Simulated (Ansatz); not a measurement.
Species: C2H5NO, SMILES `[H]/N=C\OC` (C–O–C–N torsion 0°) with one electron removed (charge 1, multiplicity 2), formula C₂H₅NO.

**Question.** How many basis functions does frozen-core CCSD(T)/cc-pVTZ // B3LYP-D3(BJ)/def2-TZVP in Ansatz (a program for electronic structure) use, how many core orbitals are frozen, and how many electrons are correlated?

**Answer.** 190 basis functions and 4 frozen orbitals, which leaves 23 correlated electrons. Core time is of the order of minutes.
